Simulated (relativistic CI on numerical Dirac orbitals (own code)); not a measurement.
Tb²⁺: calculation against measurement

Calculated at this level of theory: Dirac-Coulomb-Breit CI, KLI orbitals optimised for each configuration, QED by a radiative potential, valence Slater integrals scaled by 0.85, configuration energies shifted to the measured levels that pair with them (semi-empirical) (own radial code, finite nucleus).

Configurations in the expansion (outside the closed core [Kr] 4d10 5s2): 4f⁹5p⁶, 4f⁸5p⁶5d, 4f⁸5p⁶6s, 4f⁸5p⁶6p, 4f⁷5p⁶6s², 4f⁸5p⁶7s, 4f⁸5p⁶7p, 4f¹¹5p⁴. Levels of other configurations are missing.

| Configuration | Term (tabulated) | J | Measured (cm⁻¹) | Computed | Error | Purity (%) |
| --- | --- | --- | --- | --- | --- | --- |
| 4f⁹5p⁶ | 6H° | 15/2 | 0.0 | 0 | 0 | 94 |
| 4f⁹5p⁶ | 6H° | 13/2 | 2804.7 | 2841 | 36 | 96 |
| 4f⁹5p⁶ | 6H° | 11/2 | 4734.5 | 4798 | 64 | 94 |
| 4f⁹5p⁶ | 6H° | 9/2 | 6258.1 | 6313 | 55 | 94 |
| 4f⁹5p⁶ | 6F° | 11/2 | 6470.1 | 7544 | 1074 | 95 |
| 4f⁹5p⁶ | 6H° | 7/2 | 7422.2 | 7485 | 62 | 93 |
| 4f⁹5p⁶ | 6F° | 9/2 | 7621.6 | 8544 | 922 | 87 |
| 4f⁹5p⁶ | 6H° | 5/2 | 8285.9 | 8355 | 69 | 93 |
| 4f⁸5p⁶5d | 8G | 13/2 | 8972.3 | 8592 | -380 | 67 |
| 4f⁸5p⁶5d | 8G | 15/2 | 9275.4 | 8742 | -534 | 93 |
| 4f⁸5p⁶5d | 8G | 9/2 | 10070.4 | 9915 | -156 | 56 |
| 4f⁹5p⁶ | 6F° | 5/2 | 10220.4 | 11303 | 1083 | 93 |
| 4f⁸5p⁶5d | 8G | 7/2 | 10996.0 | 10773 | -223 | 69 |
| 4f⁸5p⁶5d | 8G | 5/2 | 11678.9 | 11436 | -243 | 79 |
| 4f⁸5p⁶5d | 8G | 3/2 | 12165.2 | 11923 | -242 | 87 |
| 4f⁸5p⁶5d | 8G | 1/2 | 12454.4 | 12220 | -235 | 92 |
| 4f⁸5p⁶5d | 8F | 13/2 | 12986.5 | 12097 | -889 | 70 |
| 4f⁸5p⁶5d | 8D | 5/2 | 13689.6 | 15903 | 2213 | 60 |
| 4f⁸5p⁶5d | 8F | 3/2 | 14515.4 | 14234 | -282 | 72 |
| 4f⁸5p⁶5d | 8H | 17/2 | 14890.4 | 14356 | -535 | 95 |
| 4f⁸5p⁶5d | 8H | 11/2 | 16757.8 | 16675 | -83 | 85 |
| 4f⁸5p⁶5d | 8H | 9/2 | 17169.3 | 17134 | -35 | 86 |
| 4f⁸5p⁶5d | 6F | 11/2 | 17437.5 | 18627 | 1189 | 74 |
| 4f⁸5p⁶5d | 8H | 7/2 | 17499.4 | 17499 | 0 | 88 |
| 4f⁸5p⁶6s | 8F | 13/2 | 17676.3 | 17628 | -49 | 95 |
| 4f⁸5p⁶5d | 8H | 5/2 | 17755.5 | 17780 | 25 | 90 |
| 4f⁸5p⁶5d | 6G | 13/2 | 18158.9 | 19648 | 1489 | 76 |
| 4f⁸5p⁶5d | 6F | 9/2 | 18776.5 | 19912 | 1136 | 76 |
| 4f⁸5p⁶6s | 8F | 11/2 | 19181.1 | 19276 | 95 | 75 |
| 4f⁸5p⁶5d | 6G | 11/2 | 19902.0 | 21340 | 1438 | 62 |
| 4f⁸5p⁶5d | 6F | 7/2 | 20012.8 | 21097 | 1084 | 70 |
| 4f⁸5p⁶6s | 6F | 11/2 | 20317.6 | 20547 | 230 | 69 |
| 4f⁸5p⁶6s | 8F | 9/2 | 20649.0 | 20638 | -11 | 90 |
| 4f⁸5p⁶5d | 6F | 5/2 | 20968.4 | 22021 | 1053 | 84 |
| 4f⁸5p⁶5d | 6F | 3/2 | 21640.6 | 22663 | 1022 | 88 |
| 4f⁸5p⁶6s | 8F | 7/2 | 21641.9 | 21611 | -31 | 91 |
| 4f⁸5p⁶5d | 6G | 7/2 | 22067.4 | 23402 | 1335 | 69 |
| 4f⁸5p⁶6s | 8F | 5/2 | 22384.8 | 22345 | -40 | 92 |
| 4f⁸5p⁶6s | 6F | 9/2 | 22475.3 | 22351 | -125 | 56 |
| 4f⁸5p⁶5d | 6G | 5/2 | 22774.7 | 24122 | 1347 | 80 |
| 4f⁸5p⁶6s | 8F | 3/2 | 22898.2 | 22854 | -44 | 93 |
| 4f⁸5p⁶5d | 8P | 5/2 | 22980.6 | 22776 | -204 | 89 |
| 4f⁸5p⁶6s | 8F | 1/2 | 23203.5 | 23158 | -46 | 94 |
| 4f⁸5p⁶5d | 6G | 3/2 | 23234.6 | 24596 | 1361 | 87 |
| 4f⁸5p⁶6s | 6F | 7/2 | 23357.6 | 23714 | 356 | 78 |
| 4f⁸5p⁶6s | 6F | 5/2 | 24307.4 | 24621 | 314 | 87 |
| 4f⁸5p⁶5d | 6H | 5/2 | 24592.5 | 25473 | 881 | 89 |
| 4f⁸5p⁶6s | 6F | 3/2 | 24862.6 | 25242 | 380 | 90 |
| 4f⁸5p⁶6s | 6F | 1/2 | 25241.4 | 25611 | 370 | 91 |

Measured levels from Martin, Zalubas and Hagan, Atomic Energy Levels: The Rare-Earth Elements, NSRDS-NBS 60 (1978); pairs were made by configuration, J and term (by order where the table uses no LS term), so strongly mixed levels may be paired wrongly. Some J values or terms of the table were assigned by a fit.

Mean error by configuration (cm⁻¹): 4f⁹5p⁶ 421; 4f⁸5p⁶5d 427; 4f⁸5p⁶6s 108. Over the excited levels the mean absolute error is 522 cm⁻¹ (48 of the 57 excited levels that our extract of the source holds in range could be paired, and the others can miss by more), and the median relative error of those above 1,000 cm⁻¹ is 1.7 %, both after the shifts were fitted to these levels, so that a configuration with one level shows no error.

Configurations whose levels could be paired with our table of measured levels were shifted onto them, all but the ground configuration, by the median error of their levels; single terms can still be off by 1,000 to 2,000 cm⁻¹ or more, and rates follow the energies as ν³ (E1, M1) or ν⁵ (E2). The others borrow a shift and can be off by several thousand cm⁻¹ or more. The fine structure of a lone outer electron comes out too small, for d and f at times inverted, and misplaced configurations move strength between like terms. 48 of the 57 excited levels that our extract of the measured tables holds in this range could be paired (the sources list more); they are missed by 522 cm⁻¹ on average and 2213 at most, after the shifts were fitted to these levels, and levels without a partner can miss by more.

Shifts applied (cm⁻¹): 4f⁹5p⁶ 0; 4f⁸5p⁶5d 16922; 4f⁸5p⁶6s 13837.
